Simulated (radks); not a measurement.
Values are calculated unless marked as measured or tabulated.
Task: Bi IV, 80 electrons, occupied as [Hg] (the NIST ground configuration). Level of theory: scalar-relativistic Kohn-Sham, PBE, spin-polarised, spherical densities, point nucleus (a radial shooting solver on a logarithmic mesh with Libxc functionals). Some entries of the table are withheld. Estimate them.

orbital,occ.,eigenvalue (eV),<r> (bohr),<r^2> (bohr^2)
1s,2,-90717.22,0.01578,0.0003459
2s,2,-16322.22,0.06646,0.005240
2p,6,-13962.66,0.06055,0.004486
3s,2,-3961.344,0.1716,0.03368
3p,6,-3287.426,0.1737,0.03501
3d,10,-2611.647,0.1575,0.02902
4s,2,-930.9241,0.3770,0.1603
4p,6,-710.1770,0.4026,0.1841
4d,10,-458.1674,(1),0.2058
5s,2,-185.7841,0.8307,0.7727
4f,14,-180.6911,(2),0.2321
5p,6,(3),0.9475,1.011
5d,10,-54.8157,1.218,1.708
6s,2,-39.9985,2.014,4.530

Result: 
(1) 4d <r> (bohr): 0.4225
(2) 4f <r> (bohr): 0.4409
(3) 5p eigenvalue (eV): -123.8299
